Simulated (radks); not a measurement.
Species: Cd23+. Configuration: [Ar] 3d7. Calculated with a radial shooting solver on a logarithmic mesh with Libxc functionals: Dirac Kohn-Sham, PBE, spin-unpolarised, spherical densities, finite nucleus; open shells fill j = l - 1/2 first; Fermi nuclear charge, rms radius 4.6087 fm.

Unscreened Slater integrals over Kohn-Sham orbitals (eV). Large and small components are both included.

integral,value
"F0(3d5/2,3d5/2)",79.142
"F2(3d5/2,3d5/2)",40.152
"F4(3d5/2,3d5/2)",25.787
"F0(3d5/2,3d3/2)",79.514
"F2(3d5/2,3d3/2)",40.279
"G2(3d5/2,3d3/2)",40.032
"G4(3d5/2,3d3/2)",25.706
"F0(3d5/2,3p3/2)",74.316
"F2(3d5/2,3p3/2)",35.925
"G1(3d5/2,3p3/2)",39.859
"G3(3d5/2,3p3/2)",26.110
"F0(3d5/2,3p1/2)",75.517
"G3(3d5/2,3p1/2)",26.974
"F0(3d3/2,3d3/2)",79.893
"F2(3d3/2,3d3/2)",40.416
"F0(3d3/2,3p3/2)",74.612
"F2(3d3/2,3p3/2)",35.907
"G1(3d3/2,3p3/2)",39.631
"G3(3d3/2,3p3/2)",25.962
"F0(3d3/2,3p1/2)",75.829
"G1(3d3/2,3p1/2)",41.482
"F0(3p3/2,3p3/2)",71.417
"F2(3p3/2,3p3/2)",36.006
"F0(3p3/2,3p1/2)",72.415
"G2(3p3/2,3p1/2)",36.269
"F0(3p1/2,3p1/2)",73.473
